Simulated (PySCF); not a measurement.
UHF on Se⁻ (selenium, charge -1)

Configuration: [Ar] 3d10 4s2 4p5, 2P determinant. Computed with PySCF 2.14 in aug-cc-pwCVDZ-PP with ECP10MDF, with a scalar-relativistic core potential.

- Total energy: -371.881323 hartree
- One-electron energy: -662.8663 hartree
- Hartree (Coulomb) energy: 318.8696 hartree
- Exchange energy: -27.8846 hartree
- ⟨S²⟩: 0.7593
- ⟨L²⟩: 2.034
- Sum of ⟨r⟩: 27.54 bohr
- Sum of ⟨r²⟩: 56.66 bohr²
- Traceless quadrupole moment −½Σ⟨3z² − r²⟩ along its main axis: 3.89 e·bohr²

```tsv
shell	electrons	mean orbital energy (hartree)	spread (hartree)	rms radius, mean of both spins (bohr)
3s α	1	-8.61855	0	0.615
3s β	1	-8.61158	0	0.615
3p α	3	-6.50007	0.01825	0.637
3p β	3	-6.49209	0.00082	0.637
3d α	5	-2.30360	0.01684	0.691
3d β	5	-2.29867	0.00798	0.691
4s α	1	-0.63092	0	2.04
4s β	1	-0.53616	0	2.04
4p α	3	-0.11916	0.05821	2.84
4p β	2	-0.07692	0	2.84
```

Energies and moments cover only the electrons outside the core potential.
